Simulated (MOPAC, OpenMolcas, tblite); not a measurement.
CH3FGeO (SMILES C[O][Ge][F]): the dipole moment, rung by rung

The species is CH3FGeO (7 atoms), meant as a singlet with charge 0. SMILES: `C[O][Ge][F]`. The coordinates come from a PBE0-D4/def2-TZVP relaxation. This is one conformer, not always the lowest.

```xyz
7

C    -0.5048    0.4915    0.3949
O     0.4124    0.6242   -0.6719
Ge    1.4417   -0.6107   -1.3984
F     0.9674   -1.9906   -0.4002
H    -0.5485   -0.5322    0.7738
H    -0.2080    1.1611    1.2066
H    -1.4987    0.7885    0.0497
```

Quantity: the dipole moment, in D. The values are calculated.

```tsv
level	kind	program	value (D)	CPU time
IPEA1-xTB	semi-empirical	tblite	1.45	under 2 s
MNDO	semi-empirical	MOPAC	1.08	under 2 s
HF/6-31G* (spherical functions)	Hartree–Fock	OpenMolcas	0.67	6.7 s
SVWN5/6-31G* (spherical functions)	LDA	OpenMolcas	0.82	14 s
BLYP/6-31G* (spherical functions)	GGA	OpenMolcas	0.74	19 s
PBE/6-31G* (spherical functions)	GGA	OpenMolcas	0.75	19 s
M06-L/6-31G* (spherical functions)	meta-GGA	OpenMolcas	0.66	22 s
M06-2X/6-31G* (spherical functions)	hybrid meta-GGA	OpenMolcas	0.66	25 s
```

All-electron rows without a relativistic Hamiltonian named are non-relativistic. The values span 0.66 to 1.45 D. Magnitudes only. CPU times are rough (shared hosts, several kinds of processor): they show what a rung costs within a factor of a few.
